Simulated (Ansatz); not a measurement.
Ansatz (a first-principles code) input (SVWN5/def2-TZVP):

Ansatz 0.2 input:
```yaml
crystal:
  periodic: [false, false, false]
  atoms:
    - {symbol: Au, position_ang: [-0.00000000, -0.00000000, -0.13274140]}
    - {symbol: C, position_ang: [0.00000000, 0.00000000, 1.74776176]}
basis:
  gaussian:
    orbitals: def2-TZVP
hamiltonian:
  xc: {name: SVWN5}
magnetization: {spin_polarized: true, initial_magnetization: 1}
relax: {f_tol: 0.003, max_steps: 100}
```

End of the output:

```
relax step   5: F+E_penalty+E_count = -4710.98985962 eV  Δ(F+E_penalty+E_count) = -1.166e-6 eV  max|allowed force component| = 8.279e-6 eV/Å  Δτ_max = 0.0002 Å  (23 SCF iters, accepted)
integrals: 0.01 GiB planned
538 factors; their error is unknown
mean field: 0.16 GiB planned
mean field evaluation 128: about -4710.9951 eV, gradient 5.3e-2 eV
mean field evaluation 160: about -4710.9899 eV, gradient 4.3e-4 eV
mean field evaluation 192: about -4709.1945 eV, gradient 1.6e0 eV
mean field evaluation 224: about -4710.8721 eV, gradient 4.1e0 eV
mean field -4710.98985962 eV, -173.1256841174 hartree, gradient 2.7e-5 eV, S^2 0.755948; 11 other end points of the search recorded, 0 dependent functions left out
the calculation of the forces begins
reference -4710.98988846 eV, -173.1256851773 hartree; 13, 12 occupied and 58, 59 virtual orbitals, 538 factors
Total energy: -4710.98988846 eV, -173.1256851773 hartree
Atom 0 at     0.000000    -0.000000    -0.102882 Å, force    -0.000000     0.000000     0.000008 eV/Å
Atom 1 at    -0.000000     0.000000     1.717903 Å, force     0.000000    -0.000000    -0.000008 eV/Å
Dipole moment:    -0.000000     0.000000    -0.321222 e Å
```

The spin state was set by rule; other spins were not relaxed.
